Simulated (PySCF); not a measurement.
## Cr: interval between two levels

Cr [Ar] 3d5 4s1 [7S3, M_J = 3] → Cr [Ar] 3d4 4s1 4p1 [7F6, M_J = 6], as a difference of total energies. Computed with PySCF 2.14 in x2c-TZVPall-2c, with the two-component X2C-1e Hamiltonian. Correlated levels: [Ne] frozen; the 6 highest virtual spinors dropped. "Screened" scales the spin-orbit matrix elements by Boettger's factors to mimic the two-electron term; Breit and QED terms are absent.

Order these methods by the interval between two levels they give, lowest first.
A. GMP2 (spin-free)
B. GMP2 (screened spin-orbit)
C. GHF (spin-free)
D. GHF (screened spin-orbit)

C (16358 cm⁻¹), D (16735 cm⁻¹), A (25656 cm⁻¹), B (26046 cm⁻¹).

Errors of the correlated levels include the incompleteness of this basis and the frozen core.

The labels give the starting determinants; with spin-orbit coupling the two ends relaxed to ⟨J²⟩ = 12.00, ⟨L²⟩ = 0.00, ⟨S²⟩ = 12.00 and ⟨J²⟩ = 42.02, ⟨L²⟩ = 12.02, ⟨S²⟩ = 12.00.

For comparison: 25771 cm⁻¹ (measured; NIST Handbook of Basic Atomic Spectroscopic Data (Sansonetti and Martin, J. Phys. Chem. Ref. Data 34, 1559 (2005))).
